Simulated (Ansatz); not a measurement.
Harmonic frequencies (cm⁻¹) at PBE0-D4/def2-TZVP from Ansatz: 45, 89, 117, 245, 356, 418, 456, 519, 624, 680, 709, 802, 875, 920, 939, 942, 1106, 1314, 2204, 2214, 2216, 2228, 2229, 2577.

Each molecule was computed in one conformer, which needn't be the lowest.

Problem. Which molecule is it?
A. `F[SiH2]B[SiH3]`
B. `FB[SiH2][SiH3]`
C. `C/C=N/C`
D. `B1NCN1`

Solution. B.
